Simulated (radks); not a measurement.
Values are calculated unless marked as measured or tabulated.
Mg3+, configuration [He] 2s1.75 2p5 3p0.25 (fractional occupations, a model configuration). Code: a radial shooting solver on a logarithmic mesh with Libxc functionals. Model: non-relativistic Kohn-Sham, exchange-only LDA, spin-polarised, spherical densities, point nucleus; open shells are filled with parallel spins first.

Normalised radial functions P(r) = r R(r), r in bohr:

r,1s down,2p down,3s down
0.01374,0.9326,0.0098,0.0886
0.01747,1.1339,0.0156,0.1075
0.02221,1.3621,0.0245,0.1287
0.02824,1.6117,0.0381,0.1515
0.0359,1.8705,0.0590,0.1741
0.04527,2.1108,0.0888,0.1934
0.05755,2.3212,0.1339,0.2068
0.07316,2.4562,0.1982,0.2077
0.093,2.4764,0.2870,0.1893
0.1182,2.3493,0.4047,0.1443
0.1503,2.0647,0.5520,0.0676
0.1895,1.6640,0.7176,-0.0364
0.241,1.1833,0.8979,-0.1652
0.3063,0.7246,1.0611,-0.2921
0.3894,0.3679,1.1714,-0.3807
0.495,0.1478,1.1934,-0.3886
0.6293,0.0442,1.1071,-0.2829
0.8,0.0092,0.9200,-0.0590
1.009,0.0013,0.6788,0.2340
1.283,0.0001,0.4229,0.5359
1.63,0.0000,0.2153,0.7327
2.073,0.0000,0.0849,0.7489
2.635,0.0000,0.0243,0.5925
3.35,0.0000,0.0046,0.3576
4.224,0.0000,0.0006,0.1629
5.37,0.0000,0.0000,0.0496
6.827,0.0000,0.0000,0.0094

1s down: eigenvalue -1310.6 eV, 0 radial nodes, <r> = 0.131 bohr, 90 % of the charge inside 0.235 bohr. 2p down: eigenvalue -96.446 eV, 0 radial nodes, <r> = 0.641 bohr, 90 % of the charge inside 1.08 bohr. 3s down (empty): eigenvalue -30.336 eV, 2 radial nodes at r = 0.176, 0.841 bohr, <r> = 2.13 bohr, 90 % of the charge inside 3.15 bohr.
